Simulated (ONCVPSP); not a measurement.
# Scattering properties, ONCV potential for carbon (C)

| Property | Result |
| --- | --- |
| Element | carbon (C) |
| Generator | ONCVPSP 4.0.1 |
| Type | optimised norm-conserving Vanderbilt (ONCV) |
| Functional | PBE |
| Relativity | scalar-relativistic |
| Frozen core | [He] |
| Valence charge | 4 |
| Reference configuration | 2s1.5 2p2.5 |
| Partial waves | 2s: rc 1.30 bohr, ncon 4, nbas 7, qcut 3.9 1/bohr, 2 projectors, debl 2.4 Ha; 2p: rc 1.80 bohr, ncon 3, nbas 8, qcut 7.3 1/bohr, 2 projectors, debl 1.8 Ha |
| Local potential | polynomial inside 0.85 bohr (lpopt 5, dvloc0 6 Ha) |
| Core correction | Teter function, fcfact 5.75, rcfact 1.25 |

The phase is arctan(r·R′/R) of the radial function R(r), unwrapped; energies in Ha, scanned from -2 to 5 Ha. A pole is an energy at which the radial function vanishes at the test radius. The pseudo phase is shifted by a multiple of π to meet the all-electron one at the reference energy, and phase errors are pseudo minus all-electron; the curves can meet again beyond the range given. Levels narrower than the energy grid can be missing from the lists of poles.

```json
{"channel": "s", "radius (bohr)": "1.32", "reference energy (Ha)": "-0.51", "poles, all-electron": "2.28", "poles, pseudo": "2.28", "unbroken range about the reference energy with phases within 0.05 rad": "the whole range", "phase error 1 Ha above the reference energy (rad)": "-0.000"}
{"channel": "p", "radius (bohr)": "1.82", "reference energy (Ha)": "-0.20", "poles, all-electron": "0.51", "poles, pseudo": "0.51", "unbroken range about the reference energy with phases within 0.05 rad": "the whole range", "phase error 1 Ha above the reference energy (rad)": "+0.000"}
```

Phases in the s channel:

```
E (Ha)  all-electron  pseudo
 -1.98         0.508   0.507
 -1.80         0.370   0.370
 -1.62         0.207   0.207
 -1.44         0.021   0.021
 -1.26        -0.180  -0.180
 -1.08        -0.380  -0.380
 -0.90        -0.566  -0.566
 -0.72        -0.728  -0.728
 -0.54        -0.864  -0.864
 -0.36        -0.977  -0.977
 -0.18        -1.070  -1.070
  0.00        -1.147  -1.147
  0.18        -1.211  -1.211
  0.36        -1.266  -1.266
  0.54        -1.312  -1.312
  0.72        -1.353  -1.353
  0.90        -1.388  -1.388
  1.08        -1.419  -1.419
  1.26        -1.448  -1.448
  1.44        -1.473  -1.473
  1.62        -1.497  -1.497
  1.80        -1.519  -1.519
  1.98        -1.539  -1.539
  2.16        -1.558  -1.558
  2.34        -1.577  -1.577
  2.52        -1.595  -1.595
  2.70        -1.612  -1.612
  2.88        -1.629  -1.629
  3.06        -1.647  -1.647
  3.24        -1.664  -1.664
  3.42        -1.681  -1.681
  3.60        -1.699  -1.699
  3.78        -1.718  -1.718
  3.96        -1.737  -1.738
  4.14        -1.758  -1.759
  4.32        -1.780  -1.781
  4.50        -1.805  -1.806
  4.68        -1.831  -1.833
  4.86        -1.861  -1.863
```
